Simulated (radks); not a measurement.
Results of a calculation; reference values are marked as such.
Coulomb parameter of the 4f shell of the erbium ion Er2+ in the model configuration [Xe] 4f10 6p2, as a second difference U = [E(n + 1) + E(n - 1) - 2 E(n)] / (1)^2 with all orbitals relaxed. "Bare": the charge of the atom changes with n. "Screened": the 6p shell takes up the change at fixed total charge, which measures U(4f,4f) + U(6p,6p) - 2 U(4f,6p). Code: a radial shooting solver on a logarithmic mesh with Libxc functionals. Model: Dirac Kohn-Sham, PBE, spin-unpolarised, spherical densities, point nucleus; open shells are shared between the two j in proportion to 2j + 1.

case,configuration,E - E(n) (eV)
start,[Xe] 4f10 6p2,0.000
bare +1,[Xe] 4f11 6p2,-29.891
bare -1,[Xe] 4f9 6p2,49.612
screened +1,[Xe] 4f11 6p1,-19.667
screened -1,[Xe] 4f9 6p3,30.012

U(bare) = 19.721 eV, U(screened by 6p) = 10.345 eV.
